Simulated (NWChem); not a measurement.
# Correlation energy of CF

```xyz
2

C      0.0000     0.0000     0.7631
F      0.0000     0.0000    -0.5087
```
Charge 0, spin multiplicity 2.

The numbers come from NWChem runs, not from measurements. All single points use one geometry, from UB3LYP/def2-SVP, a minimum by its harmonic frequencies.

Basis set: cc-pVTZ. Each correlation energy counts from its own Hartree-Fock reference.

The correlated methods keep 2 core orbitals frozen. This spin state was chosen for the runs; another may lie lower. The structure started from a generated list of species. The unpaired electrons of the parent sit in orbitals of symmetry b2 (C2v labels of the run); other states weren't searched. No SCF solution was tested for a lower state. Open-shell Hartree-Fock references start from PBE0 orbitals. No row is a measurement; the coupled-cluster row has its own basis-set and correlation limits.

Problem. Order these methods by the correlation energy they give, lowest first: URI-MP2, SCS-UMP2, CCSD on UHF, CCSD[T] on UHF.

Solution. CCSD[T] on UHF (-380.9 mHa), CCSD on UHF (-366.6 mHa), URI-MP2 (-352.2 mHa), SCS-UMP2 (-345.6 mHa)
